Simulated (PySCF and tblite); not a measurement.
The numbers below are computed, except where a source is named.
C₆H₄BrCl, numbered as in [CH2:1]=[C:2]1[CH:3]=[C:4]([Cl:5])/[C:6]1=[CH:7]/[Br:8].

Level: PBE0-D3(BJ)/pcSseg-1//GFN2-xTB, thermal terms from GFN2-xTB, symmetry numbers and mirror pairs counted. Conformers within 2.5 kcal/mol (GFN2-xTB free energy) were kept, 3 at most. GIAO shieldings: PBE0/pcSseg-1. Shifts are against TMS (¹H), TMS (¹³C) at the same level; of two unlike H on one atom, a is the less shielded. (PySCF 2.14, tblite 0.8.)

(1) Predict the averaged NMR shifts at 298.15 K.

Spin–orbit effects of the heavy atoms on shieldings are missing. At a carbon that bears Br the missing effect is some 10 ppm, beside I tens of ppm. Shifts are unscaled: against experiment ¹³C can be off by 15 ppm or more and ¹H by 0.8 ppm.

Results:

(1) ¹H: 7.02 (H3, 1H), 6.11 (H7, 1H), 5.81 (H1a, 1H), 5.14 (H1b, 1H) ppm. ¹³C: 154.9 (C4), 153.3 (C6), 152.8 (C3), 147.8 (C2), 114.2 (C7), 105.3 (C1) ppm.
